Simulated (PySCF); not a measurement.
**Diatomics of Br with group 15**

PBE0 with triple-zeta basis sets in PySCF, for the lowest determinant that a PBE0 search found; no spin–orbit coupling. De refers to high-spin ground-configuration atoms. A positive dipole means M(−)Br(+).

| M | basis | state (unpaired electrons) | Re (Å) | ωe (cm⁻¹) | De (eV) | μ (D) |
| --- | --- | --- | --- | --- | --- | --- |
| P | def2-TZVPPD | triplet (π ↑↑) | 2.173 | 443 | 3.07 | -0.33 |
| As | def2-TZVPPD | triplet (π ↑↑) | 2.296 | 317 | 2.89 | -1.01 |
| Sb | x2c-TZVPPall | triplet (π ↑↑) | 2.486 | 262 | 2.84 | -1.84 |
| Bi | def2-TZVPP | triplet (π ↑↑) | 2.580 | 228 | 2.76 | -2.78 |

The shortest bond is that of PBr (2.173 Å), the longest that of BiBr (2.580 Å).

The rows differ in basis set, which adds steps of its own.

Relativity is treated differently too: P no relativity; As no relativity; Sb spin-free X2C; Bi scalar-relativistic core potentials.

Down a group bonds as a rule get longer and wavenumbers fall, partly through the reduced mass; this series shows no clear exception.

Spin–orbit coupling is left out, which matters for elements this heavy, above all for dissociation energies. States were picked by a PBE0 search and need not be the measured ground states.
